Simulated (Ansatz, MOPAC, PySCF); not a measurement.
CH₃F₃GeO₃, SMILES `[OH][Ge]([OH])([C](F)(F)F)[OH]`, neutral singlet in the gas phase. The geometry has C3 symmetry (within 0.05 Å) and had no frequency check at the DFT level, so a distortion to lower symmetry isn't ruled out.

Cartesian coordinates (Å):
```xyz
11

O     -1.1335    -1.2897    -0.9049
Ge    -0.3982     0.0653    -0.0402
O     -0.6556     1.5571    -0.9530
O     -1.1320     0.2139     1.5610
C      1.5608    -0.2596     0.1597
F      2.1473     0.7352     0.8462
F      1.7952    -1.4075     0.8170
F      2.1609    -0.3419    -1.0394
H     -1.4926    -1.0218    -1.7627
H     -1.0826     2.2418    -0.4190
H     -1.7697    -0.4926     1.7355
```
Charge 0, multiplicity 1.

All levels are single points at this geometry (B3LYP-D3(BJ)/def2-SVP); Pople sets use spherical d functions. Orbital energies aren't observables, and empty levels follow the basis.

B3LYP-D3(BJ)/def2-TZVP in Ansatz (a program for electronic structure) gives gap (eV) = 8.08.

Problem. Estimate the gap (eV) from each of these levels: CAM-B3LYP-D3(BJ)/def2-TZVP in Ansatz; HF/6-31G* in PySCF; AM1 in MOPAC; PM3 in MOPAC; PM7 in MOPAC.

Solution. 
```tsv
level	gap (eV)
CAM-B3LYP-D3(BJ)/def2-TZVP in Ansatz	11.05
HF/6-31G* in PySCF	16.57
AM1 in MOPAC	10.38
PM3 in MOPAC	9.65
PM7 in MOPAC	9.66
```
